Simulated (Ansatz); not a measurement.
cis-Zr(PH3)2Cl4 (ZrP₂H₆Cl₄). Total charge 0; singlet. Geometry PBE-D4/def2-SVP, basis def2-TZVP, Ansatz.

```csv
atom,x (Å),y (Å),z (Å)
Cl1,1.606,-2.315,1.909
Cl2,0.107,-3.037,-1.532
Cl3,2.215,-0.085,-0.946
Cl4,-1.794,-1.227,1.039
P5,-0.963,0.262,-1.803
P6,0.559,0.997,1.714
Zr7,0.431,-1.345,0.095
H8,-0.415,0.443,-3.111
H9,-1.201,1.643,-1.508
H10,-2.301,-0.082,-2.172
H11,-0.032,2.211,1.236
H12,1.834,1.539,2.068
H13,-0.045,0.996,3.010
```

```
run  HOMO (eV)  LUMO (eV)
  A      -8.30      -2.57
  B      -7.38      -3.22
  C      -7.53      -3.26
  D      -7.06      -3.31
  E      -7.18      -3.50
  F     -10.89      -0.45
```

In the def2 sets Zr takes a core potential; there is no spin–orbit coupling. LC-ωPBE has ω = 0.4 bohr⁻¹.

Question: The runs used B97M-V, LC-ωPBE, LDA (SPW92), PBE, PBE0, r2SCAN. Estimate which is which.

Answer: A PBE0 (25 % exact exchange); B r2SCAN (0 % exact exchange); C B97M-V (0 % exact exchange); D PBE (0 % exact exchange); E LDA (SPW92) (0 % exact exchange); F LC-ωPBE (range-separated). Exact exchange lowers occupied and raises empty levels; among semilocal functionals meta-GGAs tend to open the gap a little, and such runs are hard to tell apart. The gap grows from 3.68 eV (LDA (SPW92)) to 10.44 eV (LC-ωPBE).
